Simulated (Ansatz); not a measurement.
Single points on SiMeCl3 (CH3Cl3Si).

```yaml
crystal:
  periodic: [false, false, false]
  atoms:
    - {symbol: Si, position_ang: [-0.001924, 0.002393, -0.793470]}
    - {symbol: C, position_ang: [0.002532, -0.003174, 1.053455]}
    - {symbol: H, position_ang: [-1.030043, 0.019704, 1.432613]}
    - {symbol: H, position_ang: [0.540980, 0.878699, 1.431437]}
    - {symbol: H, position_ang: [0.499382, -0.911330, 1.426141]}
    - {symbol: Cl, position_ang: [1.917265, -0.032738, -1.521394]}
    - {symbol: Cl, position_ang: [-0.931766, 1.686789, -1.509455]}
    - {symbol: Cl, position_ang: [-0.996426, -1.640332, -1.519317]}
basis:
  gaussian: {orbitals: def2-TZVP, initial_orbitals: start.molden}
hamiltonian: {xc: {name: LC-wPBE}}
scf: {omitted_lower_state_checks: [starts]}
output: {forces: true, orbitals: {seedname: orbitals}}
```

The file start.molden holds the orbitals of an earlier run on this structure, at another level or in another basis.

```sh
$ ansatz run in.yaml --threads 2 --pin off --events-out ev --progress --plain --max-ram 4352MiB
```

Shortened log:

```
Functional definition: LC-wPBE
  name "LC-wPBE"
  cite "Vydrov & Scuseria, J. Chem. Phys. 125, 234109 (2006) doi:10.1063/1.2409292"
  cite "Heyd & Scuseria, J. Chem. Phys. 120, 7274 (2004) doi:10.1063/1.1668634"
  cite "Ernzerhof & Perdew, J. Chem. Phys. 109, 3313 (1998) doi:10.1063/1.476928"
  cite "Perdew, Burke & Ernzerhof, Phys. Rev. Lett. 77, 3865 (1996) doi:10.1103/PhysRevLett.77.3865"
  parent pbe
  parameter omega = 0.4/bohr
  exchange = pbe_x_sr(omega) + exact_x_lr(omega)
  correlation = pbe_c
these checks for a lower state are left out or cut short: starts
1332 factors; their error is unknown
364 factors; integrals over basis functions are off by at most 3.2e-5 eV
mean field evaluation 1: about -46524.7863 eV, gradient 1.5e1 eV
mean field evaluation 2: about -46524.9423 eV, gradient 2.3e-1 eV
mean field evaluation 4: about -46524.9331 eV, gradient 3.9e-4 eV
mean field -46524.93312529 eV, -1709.7597566221 hartree, gradient 2.4e-5 eV, S^2 0.000000; 0 other end points of the search recorded, 0 dependent functions left out
the calculation of the forces begins
reference -46524.93312530 eV, -1709.7597566224 hartree; 37, 37 occupied and 160, 160 virtual orbitals, 1332 factors
Total energy: -46524.93312530 eV, -1709.7597566224 hartree
Atom 0 at    -0.001924     0.002393    -0.793470 Å, force    -0.000032     0.000542    -0.183448 eV/Å
Atom 1 at     0.002532    -0.003174     1.053455 Å, force    -0.000031    -0.000179     0.047604 eV/Å
Atom 2 at    -1.030043     0.019704     1.432613 Å, force     0.314108    -0.007342    -0.125105 eV/Å
Atom 3 at     0.540980     0.878699     1.431437 Å, force    -0.164191    -0.268025    -0.124879 eV/Å
Atom 4 at     0.499382    -0.911330     1.426141 Å, force    -0.150906     0.276539    -0.123288 eV/Å
Atom 5 at     1.917265    -0.032738    -1.521394 Å, force    -0.497738     0.008938     0.170845 eV/Å
Atom 6 at    -0.931766     1.686789    -1.509455 Å, force     0.241185    -0.436616     0.167861 eV/Å
Atom 7 at    -0.996426    -1.640332    -1.519317 Å, force     0.257605     0.426142     0.170410 eV/Å
Dipole moment:     0.001017    -0.001292     0.428837 e Å
Checks for a lower state left out: starts
```

Hardware: 2 threads of Intel Xeon Platinum 8488C on a shared host. Wall time 6 s.

The first input with `correlation: {method: ccsd_t}`, `output: {orbitals: {seedname: orbitals}}` and without the key `hamiltonian` (abridged; 65 s):

```
Functional definition: HF
mean field -46457.81336550 eV, -1707.2931509452 hartree, gradient 7.8e-7 eV, S^2 0.000000
21 core orbitals not correlated: weight in the atoms' cores, before any rotation towards them, 1.000 or more for the frozen orbitals, at most 0.000 for the correlated occupied ones
second order -22.82116288 eV of doubles, -0.00000000 eV of singles
cycle   1  -23.99657301 eV  change    -1.2e0 eV  update   9.2e-2
cycle   2  -24.49806886 eV  change   -5.0e-1 eV  update   2.5e-2
cycle   3  -24.58548750 eV  change   -8.7e-2 eV  update   1.1e-2
cycle   4  -24.57905911 eV  change    6.4e-3 eV  update   2.3e-3
cycle   5  -24.57818510 eV  change    8.7e-4 eV  update   7.4e-4
cycle   6  -24.57804899 eV  change    1.4e-4 eV  update   2.0e-4
cycle   7  -24.57799459 eV  change    5.4e-5 eV  update   7.0e-5
cycle   8  -24.57801218 eV  change   -1.8e-5 eV  update   2.1e-5
perturbative correction -1.05733809 eV, -0.0388564583 hartree
Total energy: -46483.44871578 eV, -1708.2352326916 hartree
Checks for a lower state left out: starts
```

The first input with `gaussian: {orbitals: def2-TZVPD, initial_orbitals: start.molden}`, `hamiltonian: {xc: pbe, dispersion: d4}`, `output: {orbitals: {seedname: orbitals}}` (abridged; 6 s):

```
Functional definition: PBE
mean field -46517.38740610 eV, -1709.4824565565 hartree, gradient 6.6e-6 eV, S^2 0.000000
Total energy: -46517.67234558 eV, -1709.4929278894 hartree
Checks for a lower state left out: starts
```

As the first input, with `gaussian: {orbitals: STO-3G}`, `hamiltonian: {xc: hf}`, `output: {orbitals: {seedname: orbitals}}` (abridged; 0.3 s):

```
Functional definition: HF
mean field -45951.39469783 eV, -1688.6826081711 hartree, gradient 2.3e-5 eV, S^2 0.000000
Total energy: -45951.39469783 eV, -1688.6826081711 hartree
Checks for a lower state left out: starts
```

The first input with `hamiltonian: {xc: {name: wB97M-V}}`, `output: {orbitals: {seedname: orbitals}}` (abridged; 13 s):

```
Functional definition: wB97M-V
mean field -46535.47298335 eV, -1710.1470892615 hartree, gradient 2.0e-5 eV, S^2 0.000000
Total energy: -46535.47302821 eV, -1710.1470909102 hartree
Checks for a lower state left out: starts
```

The first input with `hamiltonian: {xc: pbe}`, `correlation: {method: rpa}` and without the key `output` (abridged; 8.5 s):

```
Functional definition: PBE
mean field -46517.32123477 eV, -1709.4800248049 hartree, gradient 1.8e-6 eV, S^2 0.000000
21 core orbitals not correlated: weight in the atoms' cores, before any rotation towards them, 1.000 or more for the frozen orbitals, at most 0.000 for the correlated occupied ones
Total energy: -46493.97026823 eV, -1708.6218926126 hartree
Checks for a lower state left out: starts
```

As the first input, with `hamiltonian: {xc: {name: r2SCANh}, dispersion: d4}`, `output: {orbitals: {seedname: orbitals}}` (abridged; 7 s):

```
Functional definition: r2SCANh
mean field -46534.38599937 eV, -1710.1071433371 hartree, gradient 8.6e-6 eV, S^2 0.000000
Total energy: -46534.45819889 eV, -1710.1097966204 hartree
Checks for a lower state left out: starts
```

Geometry: PBE0-D4/def2-SVP.

LC-ωPBE has ω = 0.4 bohr⁻¹. Correlated methods freeze 21 core orbitals.
